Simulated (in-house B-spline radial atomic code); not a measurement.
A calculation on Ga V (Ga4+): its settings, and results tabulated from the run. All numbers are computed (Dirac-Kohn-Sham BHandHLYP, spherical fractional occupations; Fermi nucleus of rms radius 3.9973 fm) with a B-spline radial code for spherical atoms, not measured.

Command:
```bash
python run_scf.py task.json out
```
Settings (nuclear radius in fm, mass in u):
```
Z                31
configuration    [Ar] 3d9
hamiltonian      dirac
method           bhandhlyp
spin_polarised   False
nucleus          fermi
rms_radius       3.9973
atomic_mass      68.92557
speed_of_light   137.035999084
```

Output (hartree, bohr):
```
 radial grid: 67 intervals, B-splines of order 8, outer radius 14.6809 bohr

 iter        energy (Eh)    residual
    1       -1925.415784    6.34e-01
    2       -1931.196976    7.07e-01
    3       -1939.236719    1.18e-01
    4       -1939.512276    1.71e-02
    5       -1939.516037    6.85e-03
    6       -1939.516546    4.24e-03
    7       -1939.516945    1.10e-04
    8       -1939.516945    1.45e-06
    9       -1939.516945    2.16e-07

 total energy                     -1939.51695
 kinetic                            1978.1039
 electron-nucleus                  -4622.2236
 Hartree                             778.5494
 exact exchange                      -36.1121
 exchange-correlation                -37.8347

 first-order corrections (not in the total)
   Gaunt                             0.9393
   retardation                      -0.0869
   frequency dependence             -0.0032
   self-energy                       0.6281
   Uehling                          -0.0589
   Wichmann-Kroll                    0.0005
   recoil                            0.0115

 orbital      occ     eigenvalue          <r>       <r^2>       <1/r>     <1/r^2>       r_max    small
 1s1/2      2.000      -382.1673    0.0485872  0.00317678     31.3051      2023.6     0.03179  1.26e-02
 2s1/2      2.000       -50.0844      0.21715    0.055686     6.89958     204.039      0.1823  2.42e-03
 2p1/2      2.000       -44.5004     0.188228    0.043518     6.84347     66.1363      0.1445  2.40e-03
 2p3/2      4.000       -43.4774     0.191703   0.0450101     6.66997     60.8758      0.1474  2.36e-03
 3s1/2      2.000        -8.1653     0.646029    0.480742     2.20567     31.7542      0.5629  5.51e-04
 3p1/2      2.000        -6.3184     0.663058    0.516131     2.08064     9.88456      0.5599  5.03e-04
 3p3/2      4.000        -6.1773     0.672765    0.531165     2.04069      9.1205      0.5678  4.92e-04
 3d3/2      3.600        -3.0204     0.740566    0.686706     1.73894     4.02145      0.5264  3.75e-04
 3d5/2      5.400        -3.0010     0.744869    0.694619     1.72825     3.96691      0.5292  3.72e-04

 Slater integrals (Eh)
   F0(3p1/2,3p1/2)               1.362155
   F0(3p1/2,3p3/2)               1.352159
   G2(3p1/2,3p3/2)               0.676568
   F0(3p1/2,3d3/2)               1.295140
   G1(3p1/2,3d3/2)               0.759533
   F0(3p1/2,3d5/2)               1.291283
   G3(3p1/2,3d5/2)               0.463510
   F0(3p3/2,3p3/2)               1.342418
   F2(3p3/2,3p3/2)               0.672694
   F0(3p3/2,3d3/2)               1.285946
   F2(3p3/2,3d3/2)               0.613788
   G1(3p3/2,3d3/2)               0.751525
   G3(3p3/2,3d3/2)               0.460702
   F0(3p3/2,3d5/2)               1.282172
   F2(3p3/2,3d5/2)               0.612241
   G1(3p3/2,3d5/2)               0.750431
   G3(3p3/2,3d5/2)               0.459937
   F0(3d3/2,3d3/2)               1.243002
   F2(3d3/2,3d3/2)               0.585018
   F0(3d3/2,3d5/2)               1.239394
   F2(3d3/2,3d5/2)               0.583390
   G2(3d3/2,3d5/2)               0.582591
   G4(3d3/2,3d5/2)               0.364441
   F0(3d5/2,3d5/2)               1.235815
   (list cut)
```

Time taken, with all properties: 3.3 s on 1 thread of Intel(R) Xeon(R) Platinum 8375C CPU @ 2.90GHz (shared host).

For the Dirac Hamiltonian the kinetic term is c α·p + (β - 1)c².

Caution: exact exchange at fractional occupations of open shells leaves self-interaction of up to several eV.
